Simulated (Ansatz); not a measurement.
C2H8AlNO2, SMILES `C[N](C)[Al]([OH])[OH]`, relaxed with RKS PBE-D4/def2-SVP in Ansatz 0.2.0 from a rough embedded geometry. The force threshold is 0.03 eV/Å; the program also tests the step.

Total charge 0; spin multiplicity 1.

Start:

```xyz
14

C     1.334    0.250    0.985
N     0.733    0.347   -0.287
C     0.853   -0.939   -1.004
Al   -1.186    0.878   -0.163
O    -1.866    1.075    1.531
O    -2.159    1.112   -1.612
H     1.270    1.188    1.567
H     0.789   -0.577    1.625
H     2.393   -0.024    0.966
H     0.390   -0.785   -2.029
H     1.899   -1.187   -1.133
H     0.276   -1.724   -0.489
H    -2.200    0.154    1.820
H    -2.525    0.232   -1.776
```

(1) How much energy does the relaxation release, and in how many steps? (An estimate is asked.)

(2) Which bonds change most? (Best estimate.)

(3) Give the relaxed structure. (Estimate.)

## Answers

(1) Computed: 135.48 kJ/mol, in 13 steps, 1 of them rejected.

(2) Computed: N2–Al4 from 1.996 to 1.790 Å; Al4–O5 from 1.836 to 1.718 Å; C1–H8 from 1.179 to 1.119 Å; O5–H13 from 1.021 to 0.969 Å.

(3) Ansatz gave: 
```xyz
14

C     1.166   -0.102    1.188
N     0.338   -0.172    0.004
C     0.943   -0.916   -1.085
Al   -1.278    0.584   -0.146
O    -2.045    1.466    1.113
O    -2.060    0.405   -1.663
H     0.663    0.477    1.992
H     1.398   -1.114    1.607
H     2.150    0.394    0.993
H     0.267   -0.937   -1.964
H     1.913   -0.466   -1.414
H     1.161   -1.975   -0.799
H    -1.681    1.575    2.004
H    -2.936    0.781   -1.831
```
